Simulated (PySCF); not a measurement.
# From a computed spectrum to the compound

A species of 3 atoms with charge 0 has these harmonic modes (PBE0, small Gaussian bases with core potentials, PySCF 2.14.0):

| cm⁻¹ | km/mol | symmetry |
| --- | --- | --- |
| 24 | 29.4 | a1 |
| 283 | 1.9 | a1 |
| 311 | 82.5 | b2 |

Which species is it, and in which structure?

YbCl2 (singlet in the valence; each metal's 4f electrons, 14 of them, lie in its core potential, out of spins and levels):
```xyz
3

Yb    0.0000    0.0000   -0.1323
Cl    2.5209    0.0000    0.3292
Cl   -2.5209    0.0000    0.3292
```
Ideal gas at 298.15 K and 1 bar: S = 319.0 J/(mol K), Cp = 55.6 J/(mol K), H − H(0 K) = 14.5 kJ/mol (rigid rotor, harmonic modes, spin degeneracy alone, that of the 4f electrons in the core included; the modes under 60 cm⁻¹ make these uncertain). An lcecp potential fixes the number of 4f electrons, so in runs with it no electron can move into or out of that shell.
 Other answers can fit too; this one was computed.
